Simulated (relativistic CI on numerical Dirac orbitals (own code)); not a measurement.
**Ni⁴⁺ in a cubic cluster: 3p photoemission with charge transfer**

Computed with a charge-transfer multiplet model of a cubic metal-ligand cluster with up to 3 ligand holes, Slater and spin-orbit integrals from Dirac-Coulomb-Breit ions, Slater integrals scaled by 0.9. The ground state mixes d6 with configurations of k ligand holes L, whose averages lie at kΔ + k(k − 1)U_dd/2; a core hole lowers each added d electron by U_cd. 20 K, Lorentzian 0.9 eV and Gaussian 0.8 eV FWHM.

Atomic integrals in eV (Slater integrals scaled, ζ unscaled), ground: F2dd 12.773, F4dd 8.015, zeta_d 0.099; with the core hole: F2dd 13.590, F4dd 8.565, zeta_d 0.106, zeta_core 1.544, F2cd 13.977, G1cd 17.070, G3cd 10.555.

Cluster parameters (eV): U_dd = 7.8, U_cd = 9.9, 10Dq = 1.95, 10Dq(ligand) = 1.1, V(eg) = 2.3, V(t2g) = -1.19, final-state hopping factor = 0.8.

Weights, n_d and S are thermal averages at 20 K. Binding energies count from the first peak over 30 % of the highest in each spectrum, which can be another peak from case to case. The parameters are a model scan and need not match a compound or its usual spin state. Peaks in eV (height, largest 100): 0.0 (100), 7.7 (64), 12.9 (33), 16.0 (32), 18.0 (37), 26.7 (14), 30.6 (6), 31.9 (5).

Task: Which parameters give this spectrum?
A. Δ = 0.4 eV
B. Δ = 3.4 eV
C. Δ = -0.6 eV

Result: A. Δ = 0.4 eV; the ground state then has 6.73 d electrons and S = 0.06. The choice follows from running the model for each set and comparing peak positions and heights.
